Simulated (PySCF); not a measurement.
Compound: B₂H₅OP.
Cartesian coordinates in Å at the PBE0-D3(BJ)/def2-SVP level; atoms count from 1:
```xyz
9
B2H5OP angstrom
B      1.7625    0.6310   -0.3138
O      0.6519   -0.1086   -0.3196
B     -0.4799   -0.8183   -0.3229
P     -2.1354   -0.0538    0.2768
H      2.3991    0.7117    0.7117
H      2.0868    1.1934   -1.3349
H     -0.4248   -1.9931   -0.6120
H     -2.9524   -0.6010   -0.7529
H     -1.9898    1.2441   -0.2934
```

Method used: TDDFT wB97X-D/def2-SVPD, vertical, gas phase, core orbitals frozen in the response in PySCF.

Problem. What does the calculation give for the low-lying excited states?

Solution. 

| state | E (eV) | λ (nm) | f | \|μ\| (D) | main configurations (H = HOMO, L = LUMO) |
| --- | --- | --- | --- | --- | --- |
| S1 | 5.54 | 223.9 | 0.066 | 1.77 | H→L (60%), H→L+1 (22%) |
| S2 | 6.09 | 203.7 | 0.0029 | 0.36 | H-1→L+1 (26%), H→L+1 (22%), H-2→L+1 (19%) |
| S3 | 6.65 | 186.6 | 0.022 | 0.94 | H→L+4 (39%), H→L+2 (39%), H→L+3 (10%) |
| S4 | 6.70 | 185.1 | 0.047 | 1.36 | H-1→L (53%), H→L+1 (16%), H-2→L (10%) |
| S5 | 6.74 | 183.8 | 0.113 | 2.11 | H→L+1 (25%), H→L (22%), H-1→L+1 (19%) |
| S6 | 7.07 | 175.5 | 0.229 | 2.92 | H→L+4 (49%), H→L+2 (22%) |
| S7 | 7.80 | 158.9 | 0.156 | 2.29 | H-2→L (22%), H-2→L+1 (22%), H→L+6 (17%) |
| S8 | 7.94 | 156.1 | 0.150 | 2.23 | H-2→L (40%), H-1→L+1 (19%), H→L+6 (16%) |
| S9 | 8.12 | 152.8 | 0.113 | 1.91 | H-2→L+1 (43%), H→L+6 (15%), H→L+5 (10%) |
| S10 | 8.23 | 150.7 | 0.089 | 1.69 | H-1→L+2 (53%), H→L+5 (18%), H-2→L+2 (9%) |

Triplets, Tamm–Dancoff:

```csv
state,E (eV),λ (nm),"main configurations (H = HOMO, L = LUMO)"
T1,4.68,264.8,"H→L (69%), H→L+1 (23%)"
T2,5.63,220.3,"H-2→L+1 (26%), H-1→L+1 (21%), H-1→L (20%)"
T3,5.93,208.9,"H→L+4 (65%), H→L+2 (14%), H→L+3 (9%)"
T4,6.07,204.3,"H-1→L+1 (31%), H-1→L (29%), H-2→L (19%)"
```

The lowest singlet comes at 224 nm (534 kJ/mol) in the ultraviolet; it is of moderate strength; its leading configuration is HOMO→LUMO (60%). The most intense listed level is S6 at 7.07 eV (175 nm, f = 0.229), 1.53 eV above S1. Löwdin shares by element: HOMO phosphorus 60%, boron 14% or more, oxygen 8%, hydrogen 6% or more; LUMO boron 44%, oxygen 21%, phosphorus 16% (atoms not listed hold the other 19%). The oscillator strengths of these states sum to 0.987; summed over the whole spectrum of an exact calculation they would give the number of electrons, 38 (Thomas–Reiche–Kuhn). The listed states span 2.69 eV, and the widest gap between neighbours is 0.73 eV (S6 to S7). Of the 10 states listed, 9 reach f = 0.01 and none stays under 0.0005. All these states lie below the vertical ionisation energy of 9.65 eV (ΔSCF). Singlets were solved by full linear response, triplets in the Tamm–Dancoff approximation.

On one thread of an Intel Xeon at 2.50 GHz, shared host with 64 logical CPUs at a one-minute load of 62, this took 51 s of wall time (grids of density and orbitals included) and 0.59 GiB of memory at its peak.

One conformer stands for the species.
